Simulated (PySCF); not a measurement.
**Potassium: a sound run and one with changed settings**

Sound run: K⁺ [Ar], K²⁺ [Ne] 3s2 3p5. Calculation: PySCF 2.14, in x2c-SVPall (5s3p2d, 24 functions); the spin-free X2C one-electron Hamiltonian (Gaussian nucleus). The sound run starts from symmetry-adapted Hartree-Fock orbitals and uses a fine grid where one is needed.

Changed run: radial step 1.2 in ln r (0.13 in the sound run). This setting is unsound on purpose.

```tsv
species	method	sound run (hartree)	changed run (hartree)	converged
K⁺	UHF	-601.21443	-601.21443	yes
K⁺	PBE0	-601.79751	-601.02903	yes
K⁺	MN15	-602.10724	-603.62078	yes
K²⁺	UHF	-600.05251	-600.05251	yes
K²⁺	PBE0	-600.58914	-599.78827	yes
K²⁺	MN15	-600.88689	-602.35719	yes
```

Ionisation energy of K⁺:

| method | sound run (eV) | changed run (eV) |
| --- | --- | --- |
| UHF | 31.618 | 31.618 |
| PBE0 | 32.881 | 33.763 |
| MN15 | 33.208 | 34.384 |

A coarse radial grid mis-integrates the density and the exchange-correlation energy, with errors of either sign; Hartree-Fock needs no grid.

For comparison, NIST gives 31.625 eV between the lowest levels.
